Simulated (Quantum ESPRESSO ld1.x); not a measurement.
The numbers below are computed, except where a source is named.
Question: The mean radii <r> (bohr) of the occupied orbitals of an atom or ion are listed with their occupations. Code: ld1.x of Quantum ESPRESSO 7.5. Model: Dirac Kohn-Sham, BLYP, spin-unpolarised, spherical densities, point nucleus.

orbital     occ.      <r>
1s1/2          2  0.02558
2s1/2          2   0.1093
2p1/2          2  0.09192
2p3/2          4  0.09792
3s1/2          2   0.2917
3p1/2          2   0.2816
3p3/2          4   0.2935
3d3/2          4   0.2644
3d5/2          6   0.2681
4s1/2          2   0.6737
4p1/2          2   0.6966
4p3/2          4   0.7239
4d3/2          4   0.7937
4d5/2          6   0.8036
5s1/2          2    1.609
5p1/2    1.66667    1.802
5p3/2    3.33333    1.877
6s1/2          1    3.782

Name the element and its charge. Open shells, if any, are shared by 2j + 1.

Answer: Z = 56, barium, charge +2: Ba2+ in [Kr] 4d10 5s2 5p5 6s1. The 1s radius gives Z: for a bare nucleus <r> = (2 gamma + 1)/(2Z) with gamma = sqrt(1 - (Z/c)^2), 0.02523 bohr for Z = 56, and screening makes it slightly larger (0.02558 here). The occupations add up to 54, and the charge is Z minus that.
